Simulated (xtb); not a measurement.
C7H8, charge +1, doublet, from a rough starting geometry (a state made from the parent by changing its charge; the spin is typed, not shown lowest); GFN2-xTB in xtb.

Input for xtb:
```
$ xtb mol.xyz --gfn 2 --chrg 1 --uhf 1 --opt vtight --json

# file mol.xyz
15

C      1.30344050    -0.39124400     0.71533798
C      0.91958706     0.81536117     0.93693875
C     -0.36513955     1.07177477    -0.06790756
C     -1.40809372     0.24750306     0.40547038
C     -1.04202436    -1.02090502     0.22545225
C      0.36524942    -1.01338091    -0.41320343
C      0.13562900     0.28932070    -1.23429850
H      2.09328200    -0.99389842     1.12155634
H      1.23556710     1.58895128     1.62724578
H     -0.48481182     2.11943040    -0.20918064
H     -2.32440588     0.63623105     0.88406763
H     -1.57073365    -1.97088421     0.45979256
H      0.67466401    -1.94141742    -0.91033759
H     -0.65068316     0.16690577    -1.98600605
H      1.15420404     0.62571865    -1.64695777
```

Predict the main parts of the log of this xtb run.


```
   ID    Z sym.   atoms
    1    6 C      1-7
    2    1 H      8-15

           -------------------------------------------------
          |                Calculation Setup                |
           -------------------------------------------------

           -------------------------------------------------
          |                 G F N 2 - x T B                 |
           -------------------------------------------------

          ...................................................
          :                      SETUP                      :
          :.................................................:
          :  # basis functions                  36          :
          :  # atomic orbitals                  36          :
          :  # shells                           22          :
          :  # electrons                        35          :
          :  max. iterations                   250          :
          :  Hamiltonian                  GFN2-xTB          :
          :  restarted?                      false          :
          :  GBSA solvation                  false          :
          :  PC potential                    false          :
          :  electronic temp.          300.0000000     K    :
          :  accuracy                    1.0000000          :
          :  -> integral cutoff          0.2500000E+02      :
          :  -> integral neglect         0.1000000E-07      :
          :  -> SCF convergence          0.1000000E-05 Eh   :
          :  -> wf. convergence          0.1000000E-03 e    :
          :  Broyden damping             0.4000000          :
          :  net charge                          1          :
          :  unpaired electrons                  1          :
          ...................................................

 iter      E             dE          RMSdq      gap      omega  full diag
   1    -18.7637611 -0.187638E+02  0.487E+00    4.61       0.0  T
   2    -18.6897934  0.739677E-01  0.342E+00    3.94       1.0  T
   3    -18.6932397 -0.344628E-02  0.296E+00    3.41       1.0  T
   4    -18.7889159 -0.956762E-01  0.132E+00    4.42       1.0  T
   5    -18.7973892 -0.847328E-02  0.977E-01    4.48       1.0  T
   6    -18.8009990 -0.360983E-02  0.781E-01    4.49       1.0  T
   7    -18.8071840 -0.618495E-02  0.142E-01    4.50       1.0  T
   8    -18.8072986 -0.114637E-03  0.796E-02    4.49       1.0  T
   9    -18.8067960  0.502609E-03  0.190E-01    4.50       1.0  T
[...]
 * total energy  :   -18.4796058 Eh     change       -0.1631761E-10 Eh
 * total energy  :   -18.4979876 Eh     change       -0.1838180E-01 Eh
 * total energy  :   -18.5065425 Eh     change       -0.8554886E-02 Eh
 * total energy  :   -18.5090540 Eh     change       -0.2511534E-02 Eh
 * total energy  :   -18.5097616 Eh     change       -0.7076486E-03 Eh
 * total energy  :   -18.5099015 Eh     change       -0.1398243E-03 Eh
 * total energy  :   -18.5099359 Eh     change       -0.3444731E-04 Eh
 * total energy  :   -18.5099446 Eh     change       -0.8659811E-05 Eh
 * total energy  :   -18.5099466 Eh     change       -0.2037322E-05 Eh
 * total energy  :   -18.5099470 Eh     change       -0.3884965E-06 Eh
 * total energy  :   -18.5099471 Eh     change       -0.1325430E-06 Eh
 * total energy  :   -18.5099472 Eh     change       -0.2282071E-07 Eh
   *** GEOMETRY OPTIMIZATION CONVERGED AFTER 12 ITERATIONS ***
         :: total energy             -18.509947153172 Eh    ::
[...]
     #   Z sym  total        # sym  WBO       # sym  WBO       # sym  WBO
 ---------------------------------------------------------------------------
     1   6 C    3.872 --     2 C    1.600     6 C    0.982     8 H    0.956
                             5 C    0.157     4 C    0.121
     2   6 C    3.872 --     1 C    1.600     3 C    0.982     9 H    0.956
                             4 C    0.157     5 C    0.121
     3   6 C    3.972 --     2 C    0.982     4 C    0.982     7 C    0.969
                            10 H    0.961
     4   6 C    3.872 --     5 C    1.600     3 C    0.982    11 H    0.956
                             2 C    0.157     1 C    0.121
     5   6 C    3.872 --     4 C    1.600     6 C    0.982    12 H    0.956
                             1 C    0.157     2 C    0.121
     6   6 C    3.972 --     1 C    0.982     5 C    0.982     7 C    0.969
                            13 H    0.961
     7   6 C    3.974 --     3 C    0.969     6 C    0.969    15 H    0.967
                            14 H    0.967
     8   1 H    0.984 --     1 C    0.956
     9   1 H    0.984 --     2 C    0.956
    10   1 H    0.987 --     3 C    0.961
    11   1 H    0.984 --     4 C    0.956
    12   1 H    0.984 --     5 C    0.956
    13   1 H    0.987 --     6 C    0.961
    14   1 H    0.990 --     7 C    0.967
    15   1 H    0.990 --     7 C    0.967
 ---------------------------------------------------------------------------

Topologies differ in total number of bonds
Writing topology from bond orders to xtbtopo.mol

molecular dipole:
                 x           y           z       tot (Debye)
 q only:       -0.058      -0.066       0.445
   full:       -0.092      -0.116       0.685       1.782
molecular quadrupole (traceless):
                xx          xy          yy          xz          yz          zz
 q only:        0.428      -0.267       1.017       0.225       0.525      -1.444
  q+dip:        0.231      -0.797       2.329       0.257       0.991      -2.561
   full:        0.711      -0.174       0.949       0.318       0.584      -1.659

optimized geometry written to: xtbopt.xyz

           -------------------------------------------------
          | TOTAL ENERGY              -18.509947153172 Eh   |
          | GRADIENT NORM               0.000077874997 Eh/α |
          | HOMO-LUMO GAP               3.104982025269 eV   |
           -------------------------------------------------

normal termination of xtb
```
